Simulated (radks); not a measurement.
Problem. Coherent X-ray form factor from a spherical all-electron density. Method: non-relativistic Kohn-Sham, PBE, spin-unpolarised, spherical densities, point nucleus; computed with a radial shooting solver on a logarithmic mesh with Libxc functionals.

| sin(theta)/lambda (1/angstrom) | f0 (electrons) |
|---|---|
| 0.05 | 19.477 |
| 0.1 | 18.204 |
| 0.15 | 16.683 |
| 0.2 | 15.173 |
| 0.25 | 13.742 |
| 0.3 | 12.418 |
| 0.4 | 10.214 |
| 0.5 | 8.673 |
| 0.6 | 7.663 |
| 0.8 | 6.431 |
| 1 | 5.467 |
| 1.25 | 4.313 |
| 1.5 | 3.322 |
| 2 | 2.073 |

The species is in the configuration that NIST lists as its ground one. Which atom or ion scatters so?

Solution. The scandium ion Sc+, [Ar] 3d1 4s1. Extrapolating in s^2 from the first two rows gives f0(0) = 19.9, near the electron count 20; among species with that count, the fall with angle is slower the higher Z, and the table is that of Z = 21; from so few rows the species is fixed only to a neighbour or two.
